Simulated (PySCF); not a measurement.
Species: C₂H₈OSi.
Atom-mapped SMILES: `[CH3:1][CH2:2][SiH2:3][OH:4]` (hydrogens: H5, H6, H7 on C1; H8, H9 on C2; H10, H11 on Si3; H12 on O4)

The same species was optimised twice, with GFN2-xTB and with PBE0-D3(BJ)/def2-SVP (PySCF), and the same property calculations (PySCF, gas phase) were run on both structures.

| coordinate | GFN2-xTB | PBE0-D3(BJ)/def2-SVP | change |
| --- | --- | --- | --- |
| Si3–O4 (Å) | 1.629 | 1.670 | +0.041 |
| Si3–H10 (Å) | 1.456 | 1.491 | +0.035 |
| Si3–H11 (Å) | 1.468 | 1.501 | +0.033 |
| C2–Si3 (Å) | 1.904 | 1.880 | -0.024 |
| C1–H5 (Å) | 1.087 | 1.102 | +0.015 |
| C1–H7 (Å) | 1.088 | 1.102 | +0.014 |
| C1–H6 (Å) | 1.089 | 1.101 | +0.012 |
| C2–H8 (Å) | 1.093 | 1.104 | +0.011 |
| C2–H9 (Å) | 1.094 | 1.105 | +0.011 |
| O4–H12 (Å) | 0.953 | 0.961 | +0.008 |
| C1–C2 (Å) | 1.524 | 1.527 | +0.003 |
| Si3–O4–H12 (°) | 122.2 | 116.6 | -5.6 |
| O4–Si3–H10 (°) | 101.1 | 105.2 | +4.1 |
| H10–Si3–H11 (°) | 112.8 | 109.0 | -3.8 |
| C1–C2–H8 (°) | 108.8 | 110.8 | +2.0 |
| Si3–C2–H9 (°) | 110.3 | 108.4 | -1.9 |
| Si3–C2–H8 (°) | 109.8 | 107.9 | -1.9 |
| C2–Si3–H10 (°) | 112.3 | 110.4 | -1.9 |
| C1–C2–H9 (°) | 108.6 | 110.3 | +1.7 |
| C1–C2–Si3–O4 (°) | 176 | 177 | +1 |

Rotational constants: A = 16893, B = 2845, C = 2597 MHz (GFN2-xTB) against A = 16813, B = 2817, C = 2576 MHz (PBE0-D3(BJ)/def2-SVP).

On the GFN2-xTB structure: HOMO (eV) -8.05 [PBE0/pcSseg-1]; LUMO (eV) 0.70 [PBE0/pcSseg-1]; dipole (D) 1.77 [PBE0/pcSseg-1]; GIAO shielding of C1 (ppm) 180.3 [PBE0/pcSseg-1]; GIAO shielding of C2 (ppm) 175.0 [PBE0/pcSseg-1]; GIAO shielding of Si3 (ppm) 361.7 [PBE0/pcSseg-1]; GIAO shielding of O4 (ppm) 316.1 [PBE0/pcSseg-1].

Question: What do these properties become on the PBE0-D3(BJ)/def2-SVP structure?

Answer: 
```csv
property,level,on GFN2-xTB,on PBE0-D3(BJ)/def2-SVP,change
HOMO (eV),PBE0/pcSseg-1,-8.05,-8.11,-0.06
LUMO (eV),PBE0/pcSseg-1,0.70,0.66,-0.04
dipole (D),PBE0/pcSseg-1,1.77,1.88,+0.11
"energy, GFN2-xTB geometry as zero (kcal/mol)",PBE0/pcSseg-1,0.0,-2.0,-2.0
GIAO shielding of C1 (ppm),PBE0/pcSseg-1,180.3,178.6,-1.7
GIAO shielding of C2 (ppm),PBE0/pcSseg-1,175.0,174.7,-0.3
GIAO shielding of Si3 (ppm),PBE0/pcSseg-1,361.7,357.0,-4.7
GIAO shielding of O4 (ppm),PBE0/pcSseg-1,316.1,312.0,-4.1
```

The heavy atoms differ by 0.019 Å rms after alignment. Among all bonds Si3–O4 changes most (+0.041 Å). Changes are differences of the printed values. Neither structure is proved a minimum here.

The values belong to the conformer `[CH3:1][CH2:2][SiH2:3][OH:4]`: C1–C2–Si3–O4 177°, H–O4–Si3–C2 60°.
